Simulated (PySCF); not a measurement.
# Highest orbital energy against ionisation energy along the 4p block

Calculated with PySCF 2.14, no spin-orbit coupling. Each cell gives −ε(HOMO) / ΔSCF in eV; NIST values include spin-orbit coupling, (s) semi-empirical, (t) theoretical.

| species | UHF | LDA | PBE | PBE0 | r2SCAN | NIST (lowest levels) |
| --- | --- | --- | --- | --- | --- | --- |
| Ga⁺ (ANO-RCC-VTZP, spin-free X2C) | 19.036 / 18.771 | 16.684 / 21.191 | 16.348 / 20.807 | 17.223 / 20.457 | 16.613 / 20.538 | 20.515 |
| Ge⁺ (ANO-RCC-VTZP, spin-free X2C) | 15.562 / 15.253 | 11.740 / 15.938 | 11.729 / 15.803 | 12.835 / 15.823 | 12.101 / 15.988 | 15.935 |
| As⁺ (ANO-RCC-VTZP, spin-free X2C) | 18.445 / 17.987 | 14.042 / 18.658 | 14.016 / 18.500 | 15.295 / 18.558 | 14.454 / 18.724 | 18.589 |
| Se⁺ (ANO-RCC-VTZP, spin-free X2C) | 21.436 / 20.856 | 16.441 / 21.474 | 16.409 / 21.309 | 17.857 / 21.406 | 16.928 / 21.590 | 21.196 ± 0.01 |
| Br⁺ (ANO-RCC-VTZP, spin-free X2C) | 21.103 / 20.265 | 16.606 / 21.656 | 16.503 / 21.381 | 17.914 / 21.399 | 16.878 / 21.459 | 21.591 |
| Kr⁺ (ANO-RCC-VTZP, spin-free X2C) | 24.213 / 23.231 | 19.199 / 24.628 | 19.053 / 24.311 | 20.613 / 24.348 | 19.475 / 24.427 | 24.360 |

Task: How far is −ε(HOMO) from ΔSCF on average for each method, and why?

Result: UHF 0.57 eV; LDA -4.81 eV; PBE -4.68 eV; PBE0 -3.38 eV; r2SCAN -4.38 eV. Hartree-Fock orbital energies lack relaxation and so exceed the ΔSCF value; semilocal functionals have convex E(N) from self-interaction, so their HOMO lies far too high; exact exchange moves hybrids part of the way back.
